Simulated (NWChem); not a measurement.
System: SiH4TeSe; SMILES [SiH3][Te][SeH]

NWChem input:

```
start job
memory heap 200 mb stack 900 mb global 1100 mb
geometry units angstroms noautoz
  Te     0.757134     0.622760    -0.005116
  Se    -0.225841    -1.724004     0.099143
  H     -0.308870    -1.912014    -1.360304
  Si    -1.502693     1.718310    -0.016936
  H     -2.265031     1.346224     1.209035
  H     -2.267333     1.312602    -1.231837
  H     -1.259748     3.193357    -0.040743
end
basis spherical
  * library def2-svp
end
ecp
  Te library def2-ecp
end
dft
  xc xcamb88 1.00 lyp 0.81 vwn_5 0.19 hfexch 1.00
  cam 0.33 cam_alpha 0.19 cam_beta 0.46
  iterations 150
  vectors input atomic output neutral.movecs
end
task dft energy
charge 1
dft
  odft
  mult 2
  vectors input atomic output cation.movecs
end
task dft energy
```

All runs use the structure optimised with PBE0/def2-SVP. Not confirmed as a minimum by frequencies. def2 effective core potentials on Te; no spin-orbit coupling.

Ions are spin-unrestricted doublets at the neutral geometry; other ion states weren't tried.

Task: Predict the main results of this run. (CAM-B3LYP/def2-SVP with def2 effective core potentials on Te, vertical spin-unrestricted ions.) Quantities: vertical ionisation energy, ΔSCF (eV); −ε(HOMO) (eV).

Result: 
```json
{
  "vertical ionisation energy, ΔSCF (eV)": "8.99",
  "−ε(HOMO) (eV)": "7.73"
}
```
